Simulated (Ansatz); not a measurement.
Consider the formal exchange of groups at the Si–C bond: `[OH][SbH][CH2][SiH3]` + `[F][GeH3]` → `[F][GeH2][SiH3]` + `[CH3][SbH][OH]`.

Computed with Ansatz on PBE0-D4/def2-TZVP structures; ΔE is electronic, products minus reactants. CBS: MP2 limit from def2 TZ/QZ plus the TZ coupled-cluster correction, frozen cores. DFT in def2-TZVPP. def2 core potentials past Kr. For Ge, Sb outer-core shells are correlated without core-valence functions, which leaves a few kJ/mol of doubt a bond. Scalar relativity is left out up to krypton. Each species was taken in one conformer, which may not be the lowest.

`[OH][SbH][CH2][SiH3]`:

Cartesian coordinates in Å:
```
O -1.720 0.550 1.087
Sb -1.173 1.490 -0.566
C 0.398 0.103 -1.060
Si 0.858 -1.051 0.345
H -2.649 0.311 1.052
H -0.098 2.521 0.284
H 0.086 -0.476 -1.933
H 1.273 0.693 -1.350
H 1.174 -0.290 1.579
H -0.223 -2.032 0.611
H 2.075 -1.819 -0.050
```

`[F][GeH3]`:

Cartesian coordinates in Å:
```
F -0.026 0.097 -1.648
Ge 0.002 -0.005 0.091
H -0.342 1.396 0.608
H -1.055 -1.048 0.476
H 1.421 -0.440 0.473
```

`[F][GeH2][SiH3]`:

Z-matrix (Å, degrees):
```
Ge
Si 1 2.384
F 1 1.751 2 106.5
H 1 1.539 2 114.3 3 -115.9
H 1 1.539 2 114.3 3 115.9
H 2 1.487 1 108.6 3 179.8
H 2 1.484 1 109.6 3 60.2
H 2 1.484 1 109.6 3 -60.7
```

`[CH3][SbH][OH]`:

Z-matrix (Å, degrees):
```
C
Sb 1 2.142
H 1 1.090 2 109.7
H 1 1.091 2 110.0 3 120.4
H 1 1.090 2 108.1 3 -119.7
O 2 1.977 1 93.0 3 83.6
H 2 1.720 1 92.6 3 178.5
H 6 0.960 2 110.4 1 -143.6
```

| level | ΔE (kcal/mol) |
| --- | --- |
| BHLYP-D4 | -1.5 |
| r2SCAN | -3.2 |
| HF/def2-TZVPP | -2.1 |
| SCS-MP2/def2-QZVPP | -0.3 |

What does CCSD(T)/CBS give? (Best estimate.)

The calculation gave: -1.7 kcal/mol. The listed levels differ from it by 0.2, -1.5, -0.4, 1.4 kcal/mol.

Largest T1 diagnostic among the species: 0.014.

Leaving LDA and LC-ωPBE aside and taking each functional with its dispersion term where it has one, the values, not all of them listed here, spread over 2.9 kcal/mol, from PBE-D4 to ωB97M-V. LDA lies +2.2 kcal/mol from PBE without D4. From BLYP to BHLYP (50 % exact exchange), in def2-TZVPP and without D4, ΔE moves by +2.5 kcal/mol. The D4 term adds +1.8 kcal/mol with B3LYP and +1.0 kcal/mol with PBE0; it sums over pairs of atoms, weighted by their polarisabilities, and B3LYP, whose exchange is more repulsive, gets the larger term.

B3LYP here is the variant with VWN-RPA as its local correlation; programs differ in this.
